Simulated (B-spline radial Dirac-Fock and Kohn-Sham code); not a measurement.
## Auger decay of the 2p3/2 hole in Ir⁺

System: the Ir⁺ ion in the configuration 1s2 2s2 2p6 3s2 3p6 3d10 4s2 4p6 4d10 4f14 5s2 5p6 5d7 6s1.

Input file task.json (cfg lists n, l and occupation; rrms is the nuclear radius in fm):

```json
{"items": [{
  "Z": 77,
  "q": 1,
  "cfg": [[1, 0, 2], [2, 0, 2], [2, 1, 6], [3, 0, 2], [3, 1, 6], [3, 2, 10], [4, 0, 2], [4, 1, 6], [4, 2, 10], [4, 3, 14], [5, 0, 2], [5, 1, 6], [5, 2, 7], [6, 0, 1]],
  "A": 193,
  "rrms": 5.4032,
  "do": ["binding", "quiet", "decay"],
  "holes": ["K", "L1", "L2", "L3", "M1", "M2", "M3", "M4", "M5", "N1", "N2", "N3", "N4", "N5", "N6", "N7"]
}]}
```

Command: `python xray_run.py task.json out`

Model: one-electron (LDA, Dirac) transition rates at Dirac-Fock energies. Program: a B-spline atomic structure program. Kinetic energies are configuration averages from the vacuum level; the two-hole energies are estimated from single-hole states.

```
transition  kinetic energy (eV)  width (meV)  share (%)
   L3-M1M3               5408.5          111        3.0
   L3-M2M3               5665.4          191        5.1
   L3-M3M3               6023.0          235        6.3
   L3-M3M4                    –          262        7.0
   L3-M3M5               6538.3          365        9.8
   L3-M4M5                    –          750       20.1
   L3-M5M5               7042.4          484       13.0
   L3-M4N5                    –          105        2.8
   L3-M5N4                    –          128        3.4
   L3-M5N5               8825.1          155        4.2
```

A dash stands for an energy that rests on an unreliable hole state.

The listed channels hold 75 % of the non-radiative rate. Summed by principal shells, of 3.73 eV in all: LMM 69.2 %, LMN 25.6 %, LMO 2.4 %, LNN 2.2 %, LNO 0.4 %.

Values without a named source are computed, but for edge energies of neutral atoms, which are taken from tables.
